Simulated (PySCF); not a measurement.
C₂H₉ClSi₃, SMILES [SiH2]([Si@H]1CC[SiH2]1)Cl.

The structure is a stationary point at B3LYP-D3(BJ)/def2-SVP. The structure was generated by enumeration; whether it is a known compound was not checked. One conformer was computed; it need not be the lowest.

Two levels are set side by side: PBE/def2-TZVP (PySCF) and B3LYP/def2-TZVP (PySCF). Same geometry, gas phase. Differences are taken from unrounded values.

```tsv
quantity	B3LYP	PBE	PBE minus B3LYP
orbital gap (eV)	6.23	4.71	-1.52
highest occupied level (eV)	-7.23	-6.37	0.86
lowest empty level (eV)	-1.00	-1.66	-0.66
dipole moment (D)	2.20	2.24	0.04
```

PBE's occupied levels lie high since its potential decays too fast outside the molecule; exact exchange lowers them and widens the gap. Differences between two approximate levels are no errors against the true value.

Rough cost on one machine, each run with all the roots and properties that it gave: B3LYP against PBE within a factor of 2.
